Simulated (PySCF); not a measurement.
An excited-state job on `CC(C)(C)C=[Se]`.

Computed with TDDFT CAM-B3LYP/def2-SVPD, vertical, gas phase, core orbitals frozen in the response (PySCF 2.14.0, density-fitted response routines). Geometry: GFN2-xTB. A driver script takes a list of jobs; this job's settings line and coordinates (Å) are shown.

Command:
```bash
OMP_NUM_THREADS=1 python probes_run.py task.json out
```

Input:
```
{"job": {"kind": "uv", "xc": "CAM-B3LYP", "basis": "def2-SVPD", "nstates": 8, "ntriplets": 3}, "charge": 0, "multiplicity": 1}
C      0.620858     1.112414     0.800019
C      0.056012    -0.040417    -0.022047
C     -0.835788    -0.927904     0.859495
C     -0.773125     0.508685    -1.194362
C      1.126379    -0.904397    -0.602934
Se     2.860750    -0.682700    -0.505269
H     -0.185290     1.713310     1.213227
H      1.247587     1.749664     0.180169
H      1.226535     0.732047     1.619608
H     -1.256385    -1.749714     0.284073
H     -0.260106    -1.341740     1.684707
H     -1.653129    -0.338813     1.268704
H     -0.152990     1.130986    -1.836055
H     -1.593852     1.111595    -0.813068
H     -1.186311    -0.301232    -1.791519
H      0.751256    -1.762839    -1.156159
```

Question: Give the output.

Answer: 
```
coarse grid: 57952 points
cycle   1  E = -2597.6097791635  dE = -2.466e-01  |g| = 3.855e-01  |ddm| = 8.526e+00
cycle   2  E = -2597.5888721254  dE =  2.091e-02  |g| = 5.068e-01  |ddm| = 1.820e+00
cycle   3  E = -2597.6552773645  dE = -6.641e-02  |g| = 9.864e-02  |ddm| = 9.881e-01
cycle   4  E = -2597.6572652043  dE = -1.988e-03  |g| = 3.203e-02  |ddm| = 2.563e-01
cycle   5  E = -2597.6575330315  dE = -2.678e-04  |g| = 7.464e-03  |ddm| = 1.023e-01
cycle   6  E = -2597.6575530049  dE = -1.997e-05  |g| = 2.205e-03  |ddm| = 2.427e-02
cycle   7  E = -2597.6575547283  dE = -1.723e-06  |g| = 1.111e-03  |ddm| = 8.109e-03
final grid: 122840 points
cycle   8  E = -2597.6575367014  dE = -2.440e-08  |g| = 1.298e-03  |ddm| = 1.340e-02
cycle   9  E = -2597.6575360420  dE =  6.594e-07  |g| = 2.125e-03  |ddm| = 5.982e-03
cycle  10  E = -2597.6575372065  dE = -1.165e-06  |g| = 1.634e-04  |ddm| = 3.675e-03
cycle  11  E = -2597.6575372133  dE = -6.783e-09  |g| = 6.670e-05  |ddm| = 4.037e-04
cycle  12  E = -2597.6575372155  dE = -2.192e-09  |g| = 1.401e-05  |ddm| = 3.909e-04
cycle  13  E = -2597.6575372155  dE = -6.366e-11  |g| = 2.919e-06  |ddm| = 5.138e-05
converged SCF energy = -2597.6575372155

Static polarisability (au): isotropic 89.853, principal 75.622 80.664 113.273

Singlet excitations
state   eV       nm        f      main configurations
  1   2.0937    592.2   0.00000   H->L 0.99
  2   5.3084    233.6   0.27823   H-1->L 0.94
  3   5.7166    216.9   0.00016   H-2->L 0.84
  4   5.7873    214.2   0.02977   H->L+1 0.69, H->L+2 0.09, H->L+5 0.09
  5   5.8232    212.9   0.06372   H->L+2 0.82
  6   6.6333    186.9   0.00007   H-4->L 0.45, H->L+4 0.43
  7   6.6492    186.5   0.00002   H->L+4 0.46, H-4->L 0.42
  8   6.6883    185.4   0.02359   H->L+3 0.79, H->L+5 0.09

Triplet excitations (Tamm-Dancoff, eV): 1.6482 2.6950 5.0663
```

The SCF starts on a coarse grid where the log names one; the energy can jump when the final grid takes over, and dE then counts from the start density on the new grid. H and L stand for HOMO and LUMO; the number after each pair is its weight.

Question: Give the mean polarisability as a volume in Å³, and the ratio of the largest to the smallest principal value.

Answer: 89.853 au × 0.148185 = 13.31 Å³; 113.273/75.622 = 1.50.

In short: HOMO -7.40 eV, LUMO -1.21 eV; lowest singlet 2.09 eV; lowest triplet 1.65 eV (Tamm–Dancoff); mean polarisability 89.9 au.

 The CAM-B3LYP/def2-SVPD calculation is non-relativistic and has no spin–orbit coupling, an omission that weighs most on selenium.

The run took about 2.4 min of CPU time (grids of density and orbitals included) (one thread, shared machine).
Labels such as C1 count atoms from 1, the log's own numbers from 0.
